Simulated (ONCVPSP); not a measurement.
# What one change does to a pseudopotential (boron, ONCV)

boron, optimised norm-conserving Vanderbilt (ONCV), made with ONCVPSP 4.0.1 (LDA (Perdew-Zunger), non-relativistic). Core [He], reference 2s1 2p2. Waves: 2s: rc 1.30 bohr, ncon 4, nbas 7, qcut 4 1/bohr, 1 projector; 2p: rc 2.00 bohr, ncon 3, nbas 7, qcut 4.4 1/bohr, 1 projector. Local part: polynomial inside 1.15 bohr (lpopt 5, dvloc0 6 Ha). Core correction: Teter function, fcfact 4.75, rcfact 1.15.

All-electron outer shells of the reference configuration (LDA (Perdew-Zunger), non-relativistic, ld1.x):

```csv
shell,level (eV),outermost node (bohr),outermost maximum (bohr)
1s,-179.63,–,0.21
2s,-9.85,0.46,1.52
2p,-4.15,–,1.53
```

Change: s: rc 1.82.

Cutoffs: the cutoffs (Ha) at which the residual kinetic energy of the hardest occupied pseudo-wave falls to 1 and 0.1 mHa per electron; they do not see the model core or the augmentation charge, which bear on the density cutoff. Errors are all-electron minus pseudo energies relative to the spin-unpolarised reference configuration.

Problem. How do hardness, ghosts and transferability respond?

Solution. The potential gets softer (23 Ha and 61 Ha → 8.7 Ha and 29 Ha); the lowest positive-energy flag moves from none to s at 49.8 eV; of the 4 tests that both files solve, the error grows in 4 and shrinks in 0 by more than 15 % and 0.3 meV (median size 45.0 → 56.9 meV); neither file shows a bound ghost. A larger radius leaves more room for a smooth pseudo-wave, so fewer plane waves are needed. More of the atom is replaced by a form fitted at one configuration, so other configurations suffer.

```csv
quantity,base,changed
"cutoff, loose",23 Ha,8.7 Ha
"cutoff, tight",61 Ha,29 Ha
loose cutoff by channel,"s 23 Ha, p 8.7 Ha","s 7.4 Ha, p 8.7 Ha"
bound ghosts,none,none
GHOST(+) flags under 300 eV,none,s at 49.8 eV
"error for 2s2 2p1, meV [ΔE -5.68 eV]",-2.0,-3.3
"error for 2s2 2p0, meV [ΔE 2.65 eV]",+72,+92
"error for 2s1 2p0, meV [ΔE 27.95 eV]",+252,+294
"error for 2s1 2p1, meV [ΔE 8.60 eV]",+18,+22
p: phases at 2.03 bohr within 0.05 rad from the reference energy up to (Ha; the scan ends near 5),1.0,1.0
"rms error of d²Exc/dni dnj with the model core, mHa",1.85,1.74
```
